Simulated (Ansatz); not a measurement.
Li2Al2⁺, relaxed as a doublet with UKS PBE-D4/def2-TZVP in Ansatz, starting from the GFN2-xTB geometry. Force threshold 0.02 eV/Å.

Another isomer (doublet) lies 0.10 eV lower at PBE0-D4/def2-TZVP.

Start:

Cartesian coordinates in Å:
```
Al 1.295 -1.190 -2.463
Al -1.211 -0.928 2.592
Li 0.981 0.986 -0.878
Li -1.065 1.131 0.749
```

(1) Estimate the energy that the relaxation releases and the steps that it takes.

(2) Does the start keep its bonding?

(3) Predict the relaxed structure.

## Answers

(1) 46.6 kcal/mol, in 16 steps; 27 s on 4 threads of Arm Neoverse V1 on a shared host. No frequencies were taken in this run, so the end may be a saddle point.

(2) Bonds formed: Al1–Al2 (atoms count from 1). Metal–metal contacts that move far: Li3–Li4 2.62 to 3.15 Å.

(3) 
```xyz
4

Al    0.159   -1.163   -1.184
Al   -0.158   -1.071    1.269
Li    1.563    1.125    0.159
Li   -1.564    1.108   -0.245
```
Bond lengths (bridged metal pairs left out): 1 × Al–Al 2.48 Å.
